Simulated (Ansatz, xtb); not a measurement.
**Two isomers of C3H7BO**

Structure X is `B[C@@H]1O[C@H]1C`, a singlet and structure Y is `B[C@@]1(C)CO1`, a singlet. Both are isolated molecules in the gas phase, relaxed with r2SCAN-D4/def2-SVP; the shapes shown needn't be the lowest conformers.

X (Å):

```yaml
atoms:
  - { symbol: C, position_ang: [0.5317, -1.5890, 1.1442] }
  - { symbol: C, position_ang: [1.1593, -0.7391, 0.0690] }
  - { symbol: C, position_ang: [1.4330, 0.7180, 0.3126] }
  - { symbol: B, position_ang: [1.0618, -3.0288, 1.2047] }
  - { symbol: O, position_ang: [-0.1713, -1.1437, -0.0428] }
  - { symbol: H, position_ang: [1.0480, -3.7086, 0.2075] }
  - { symbol: H, position_ang: [1.5594, -3.4470, 2.2236] }
  - { symbol: H, position_ang: [0.2557, -1.0201, 2.0444] }
  - { symbol: H, position_ang: [1.8443, -1.2360, -0.6388] }
  - { symbol: H, position_ang: [2.4444, 0.8665, 0.7226] }
  - { symbol: H, position_ang: [0.6962, 1.1395, 1.0115] }
  - { symbol: H, position_ang: [1.3685, 1.2752, -0.6362] }
```

Y (Å):

```yaml
atoms:
  - { symbol: C, position_ang: [1.0546, -1.2396, 0.6531] }
  - { symbol: C, position_ang: [0.6422, -0.5585, 1.9352] }
  - { symbol: C, position_ang: [0.5651, -0.6462, -0.6414] }
  - { symbol: B, position_ang: [2.4297, -1.8997, 0.4281] }
  - { symbol: O, position_ang: [-0.0576, -1.7749, -0.1138] }
  - { symbol: H, position_ang: [2.5586, -2.7071, -0.4587] }
  - { symbol: H, position_ang: [3.3856, -1.5455, 1.0780] }
  - { symbol: H, position_ang: [0.5071, -1.3005, 2.7380] }
  - { symbol: H, position_ang: [-0.3103, -0.0214, 1.8088] }
  - { symbol: H, position_ang: [1.4149, 0.1532, 2.2660] }
  - { symbol: H, position_ang: [0.0250, 0.3095, -0.5563] }
  - { symbol: H, position_ang: [1.1162, -0.7905, -1.5830] }
```

Task: Estimate E(Y) − E(X) at the level CCSD(T)/def2-SVP + ΔMP2/def2-TZVPP.

Result: Too close to call at this level: CCSD(T)/def2-SVP + ΔMP2/def2-TZVPP gives E(Y) − E(X) = +0.058 eV.

How the difference moves with the method:

| level | geometry | E(Y) − E(X) (eV) | departure from the last row (eV) | job, with rough time for the two |
| --- | --- | --- | --- | --- |
| GFN2-xTB | GFN2-xTB | +0.070 | +0.012 | optimisation, 0.18 s |
| HF/STO-3G | GFN2-xTB | +0.078 | +0.019 | single point, 0.3 s |
| r2SCAN-D4/def2-SVP//GFN2-xTB | GFN2-xTB | +0.097 | +0.039 | single point, 2.4 s |
| r2SCAN-D4/def2-SVP | r2SCAN-D4/def2-SVP | +0.079 | +0.020 | optimisation, 32 s |
| HF/def2-SVP | r2SCAN-D4/def2-SVP | +0.098 | +0.040 | part of the CCSD(T) run |
| MP2/def2-SVP | r2SCAN-D4/def2-SVP | +0.066 | +0.008 | part of the CCSD(T) run |
| CCSD(T)/def2-SVP | r2SCAN-D4/def2-SVP | +0.067 | +0.009 | single point |
| CCSD(T)/def2-SVP + ΔMP2/def2-TZVPP | r2SCAN-D4/def2-SVP | +0.058 |  | single point, 26 s |

As drawn, both hold the same kinds of bond in the same numbers.

The largest departure from CCSD(T)/def2-SVP + ΔMP2/def2-TZVPP is that of HF/def2-SVP, 0.040 eV. The last row adds to CCSD(T) the change of the MP2 difference between the two basis sets, here −0.009 eV.

With harmonic frequencies from r2SCAN-D4/def2-SVP (ideal gas, rigid rotor, one conformer each, 298.15 K, 1 atm): the zero-point term adds −0.010 eV; ΔH is +0.049 and ΔG +0.050 eV.

The correlated steps freeze 5 core orbitals. Codes used: Ansatz 0.2.0, xtb 6.7.1; the last row on 2 threads of Intel(R) Xeon(R) 6975P-C (Granite Rapids) on a shared host.
